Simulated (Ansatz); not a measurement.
Ansatz (a program for electronic structure) input (B3LYP-D3(BJ)/def2-TZVP):

Ansatz 0.2 input:
```yaml
crystal:
  periodic: [false, false, false]
  atoms:
    - {symbol: C, position_ang: [1.43134841, -0.08262617, -0.04265328]}
    - {symbol: C, position_ang: [0.24971977, 0.04880537, 0.04875152]}
    - {symbol: O, position_ang: [-1.09226173, 0.24549796, 0.19178251]}
    - {symbol: H, position_ang: [2.47811576, -0.19680632, -0.12225296]}
    - {symbol: H, position_ang: [-1.52508137, -0.53408335, 0.60972783]}
    - {symbol: H, position_ang: [-1.51011595, 0.49935526, -0.66307536]}
basis:
  gaussian:
    orbitals: def2-TZVP
hamiltonian:
  xc: b3lyp
  dispersion: d3bj
total_charge: 1
relax: {f_tol: 0.002, max_steps: 150}
```

End of the output:

```
mean field: 0.28 GiB planned
mean field evaluation 32: about -4159.3298 eV, gradient 2.9e0 eV
mean field -4159.35078669 eV, -152.8533221015 hartree, gradient 1.8e-5 eV, S^2 0.000000; 0 other end points of the search recorded, 0 dependent functions left out
the calculation of the forces begins
reference -4159.35097888 eV, -152.8533291643 hartree; 11, 11 occupied and 100, 100 virtual orbitals, 643 factors
relax step   4: F+E_penalty+E_count = -4159.46811323 eV  Δ(F+E_penalty+E_count) = +2.770e-3 eV  max|allowed force component| = 6.175e-1 eV/Å  Δτ_max = 0.0312 Å  (33 SCF iters, rejected (line search))
these checks for a lower state are left out or cut short: starts, cluster_reference, orbital_swaps, neighbouring_geometries, increment
integrals: 0.02 GiB planned
643 factors; their error is unknown
mean field: 0.28 GiB planned
mean field -4159.35502955 eV, -152.8534780237 hartree, gradient 1.8e-5 eV, S^2 0.000000; 0 other end points of the search recorded, 0 dependent functions left out
the calculation of the forces begins
reference -4159.35522211 eV, -152.8534851002 hartree; 11, 11 occupied and 100, 100 virtual orbitals, 643 factors
relax step   5: F+E_penalty+E_count = -4159.47241386 eV  Δ(F+E_penalty+E_count) = -1.530e-3 eV  max|allowed force component| = 1.536e-1 eV/Å  Δτ_max = 0.0156 Å  (32 SCF iters, accepted)
these checks for a lower state are left out or cut short: starts, cluster_reference, orbital_swaps, neighbouring_geometries, increment
integrals: 0.02 GiB planned
643 factors; their error is unknown
mean field: 0.28 GiB planned
mean field -4159.35563293 eV, -152.8535001976 hartree, gradient 1.8e-5 eV, S^2 0.000000; 0 other end points of the search recorded, 0 dependent functions left out
the calculation of the forces begins
reference -4159.35582553 eV, -152.8535072757 hartree; 11, 11 occupied and 100, 100 virtual orbitals, 643 factors
relax step   6: F+E_penalty+E_count = -4159.47293542 eV  Δ(F+E_penalty+E_count) = -5.216e-4 eV  max|allowed force component| = 3.269e-3 eV/Å  Δτ_max = 0.0082 Å  (34 SCF iters, accepted)
these checks for a lower state are left out or cut short: starts, cluster_reference, orbital_swaps, neighbouring_geometries, increment
integrals: 0.02 GiB planned
643 factors; their error is unknown
mean field: 0.28 GiB planned
mean field -4159.35564079 eV, -152.8535004865 hartree, gradient 1.7e-5 eV, S^2 0.000000; 0 other end points of the search recorded, 0 dependent functions left out
the calculation of the forces begins
reference -4159.35583342 eV, -152.8535075654 hartree; 11, 11 occupied and 100, 100 virtual orbitals, 643 factors
relax step   7: F+E_penalty+E_count = -4159.47293955 eV  Δ(F+E_penalty+E_count) = -4.125e-6 eV  max|allowed force component| = 5.630e-4 eV/Å  Δτ_max = 0.0013 Å  (35 SCF iters, accepted)
integrals: 0.02 GiB planned
643 factors; their error is unknown
mean field: 0.28 GiB planned
mean field evaluation 64: about -4159.3556 eV, gradient 7.0e-3 eV
mean field -4159.35564079 eV, -152.8535004865 hartree, gradient 1.8e-5 eV, S^2 0.000000; 1 other end points of the search recorded, 0 dependent functions left out
the calculation of the forces begins
reference -4159.35583342 eV, -152.8535075654 hartree; 11, 11 occupied and 100, 100 virtual orbitals, 643 factors
Total energy: -4159.47313217 eV, -152.8578182152 hartree
Atom 0 at     1.447151    -0.079929    -0.040489 Å, force     0.000563     0.000173     0.000152 eV/Å
Atom 1 at     0.267677     0.030141     0.034142 Å, force    -0.000480    -0.000232    -0.000208 eV/Å
Atom 2 at    -1.077429     0.195422     0.151529 Å, force     0.000427    -0.000036    -0.000006 eV/Å
Atom 3 at     2.508016    -0.185278    -0.112766 Å, force    -0.000273     0.000001    -0.000007 eV/Å
Atom 4 at    -1.564844    -0.510482     0.635936 Å, force    -0.000129    -0.000098     0.000216 eV/Å
Atom 5 at    -1.548846     0.530270    -0.646072 Å, force    -0.000108     0.000192    -0.000148 eV/Å
Dipole moment:    -0.786003    -0.102415    -0.092952 e Å
```

It need not be the lowest isomer of its formula.
